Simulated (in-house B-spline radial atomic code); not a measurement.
RPA and G0W0 on BLYP: O6+

Configuration 1s2, mean-field start BLYP. Computed with an all-electron radial atomic-structure program (B-spline basis): all electrons, scalar-relativistic (spin-free one-electron X2C), finite nucleus, each spin shell either full or empty, empty states to l = 9 with an (l + 1/2)⁻⁴ tail; G0W0 by contour deformation at full frequency.

Command:
```bash
python run_gw.py task.json out
```
Settings (radii: box in bohr, nucleus in fm):
```
Z                        8
electrons                2
configuration            1s2
hamiltonian              x2c
method                   b88,lyp
lmax                     9
rms_radius               2.6991
spin_polarised           False
box_radius               9.29
intervals                69
ion_configuration        1s1
```

Cost of the run: 1.5 s on 1 thread of Intel(R) Xeon(R) Platinum 8259CL CPU @ 2.50GHz, on a shared host.

Energies (hartree):

| term | value |
| --- | --- |
| mean-field total | -59.17563 |
| Hartree-Fock functional on these orbitals | -59.15519 |
| direct second order | -0.094589 |
| second-order exchange | 0.047295 |
| SOSEX correction | 0.045754 |

Question: What is the RPA correlation energy, and what remains with SOSEX?

Answer: RPA gives -0.091505 hartree (-1.24 eV per electron); RPA + SOSEX gives -0.045752, and the second-order doubles -0.047294 hartree (no singles). SOSEX takes back 50 % of the RPA value, the self-correlation of each of the two electrons.

Quasi-particle levels (eV):

```
level  occupied  mean field  Σx - vxc     Σc  QP weight     G0W0
   1s       yes     -692.98    -46.89      ?          ?        ?
   2s        no     -153.40     15.83  -0.22      1.000  -137.79
```

G0W0 = mean field + (Σx - vxc) + Σc, with Σc (partial-wave tail included) taken at the quasi-particle energy.

Question: Where does G0W0 put 1s?

Answer: At -739.15 eV, with Σc = 0.72 eV and a quasi-particle weight of 0.995. The tabulated removal energy is 739.327 eV (NIST, tabulated theory).

Question: What does it cost to remove one electron (to 1s1) by differences of total energies, each species on its own start (correlation terms add to the Hartree-Fock functional)?

Answer: BLYP 739.31 eV, Hartree-Fock functional 738.20 eV, + RPA 740.06 eV, + RPA + SOSEX 739.45 eV, + second order 739.49 eV. Tabulated: 739.327 eV (NIST, tabulated theory).
